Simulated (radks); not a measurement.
Values are calculated unless marked as measured or tabulated.
Correlation energies from several functionals, in hartree. Species: He+ 1s1; Hg [Hg]; Yb [Xe] 4f14 6s2; H 1s1; Cs+ [Xe]. Code: a radial shooting solver on a logarithmic mesh with Libxc functionals. Model: non-relativistic Kohn-Sham, PBE, spin-polarised, spherical densities, point nucleus. Every spin shell is full or empty, so the densities are truly spherical. Functionals are evaluated on that one density, not self-consistently.

| functional | He+ | Hg | Yb | H | Cs+ |
|---|---|---|---|---|---|
| PW92 | -0.029360 | -8.3220 | -7.1096 | -0.021956 | -5.2404 |
| VWN5 | -0.029302 | -8.3557 | -7.1392 | -0.021915 | -5.2627 |
| PZ | -0.029483 | -8.3288 | -7.1132 | -0.022096 | -5.2411 |
| Wigner | 0 | -4.3261 | -3.7651 | 0 | -2.8925 |
| Chachiyo | -0.029135 | -8.2303 | -7.0276 | -0.021983 | -5.1732 |
| PBEsol | -0.0083435 | -5.4878 | -4.6353 | -0.0076592 | -3.3312 |
| P86 | 0.0024122 | -5.5101 | -4.6532 | -0.0023858 | -3.3439 |
| PW91 | -0.0072057 | -5.2576 | -4.4351 | -0.0063223 | -3.1838 |
| OP (B88) | 0 | -4.2556 | -3.6472 | 0 | -2.6951 |
| TPSS | 0 | -4.9011 | -4.1278 | 0 | -2.9509 |
| revTPSS | 0 | -4.9440 | -4.1678 | 0 | -2.9853 |
| SCAN | 0 | -4.9442 | -4.1972 | 0 | -2.9371 |
| r2SCAN | 0 | -4.9599 | -4.2156 | 0 | -2.9562 |
| B95 | 0 | -6.0735 | -5.1153 | 0 | -3.6079 |
| Tao-Mo | 0 | -4.7931 | -4.0284 | 0 | -2.8514 |
